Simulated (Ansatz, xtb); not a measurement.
# AlGaH4Se: where a starting geometry ends

The starting geometry of this gas-phase singlet was built from a drawn formula by distance geometry and a force field; its bonds are those of `[AlH]1[GaH2-][SeH+]1`.

```xyz
7

Al    0.1235   -1.7567   -1.8200
Ga    1.5687   -0.2835   -0.4188
Se   -0.7217    0.0681   -0.3957
H    -0.1682   -2.9821   -2.8006
H     2.1933   -0.9838    0.8731
H     2.4475    0.7819   -1.3013
H    -0.6463    1.1147   -1.5449
```

Question: Predict what it relaxes into with r2SCAN-D4/def2-SVP.

Answer: A bond breaks, leaving `[GaH2][AlH][SeH]`. Contacts that open: Ga2–Se3 (2.32 → 4.14 Å).

The energy falls by 1.51 eV over 33 steps:

| step | E − E(last) (eV) |
| --- | --- |
| 1 | 1.508 |
| 5 | 0.289 |
| 8 | 0.281 |
| 12 | 0.278 |
| 15 | 0.277 |
| 19 | 0.232 |
| 22 | 0.083 |
| 26 | 0.002 |
| 29 | 0.000 |
| 33 | 0.000 |

Final geometry (Å):

```tsv
atom	x (Å)	y (Å)	z (Å)
Al	0.1977	-0.9413	-1.4946
Ga	2.4148	-0.5660	-0.4016
Se	-1.5039	0.5876	-1.0491
H	-0.1843	-2.1320	-2.4830
H	2.7851	-1.1687	1.0050
H	3.5575	0.2863	-1.0704
H	-2.4704	-0.1074	-1.9146
```

From the same start GFN2-xTB reaches the same bonding as this run.

No frequencies were run, so the end isn't proven a minimum. Run with Ansatz 0.2.0, 63 s on 2 threads of Arm Neoverse V2 (shared host).
